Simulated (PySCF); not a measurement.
B3LYP has the VWN-RPA correlation part, as in Gaussian. Delta-SCF ions had no search for a lower state. 

Cartesian coordinates (Å):
```xyz
12

F      1.6922     2.1293     0.0077
C      0.8577     1.0793     0.0039
C     -0.5168     1.3025     0.0531
C     -1.3858     0.2091     0.0491
C     -0.8577    -1.0793    -0.0039
F     -1.6922    -2.1293    -0.0077
C      0.5168    -1.3025    -0.0531
C      1.3858    -0.2091    -0.0491
H     -0.8918     2.3263     0.0938
H     -2.4679     0.3431     0.0867
H      0.8918    -2.3263    -0.0938
H      2.4679    -0.3431    -0.0867
```
Charge 0, spin multiplicity 1.

Problem. Give the total energy, vertical ionisation energy (Delta-SCF) and S1 oscillator strength at the level B3LYP-D3(BJ)/def2-SVP in PySCF 2.14.0.

Solution. 
The total energy comes out as -11712.36 eV and the vertical ionisation energy (Delta-SCF) is 9.11 eV. The S1 oscillator strength comes out as 0.045.
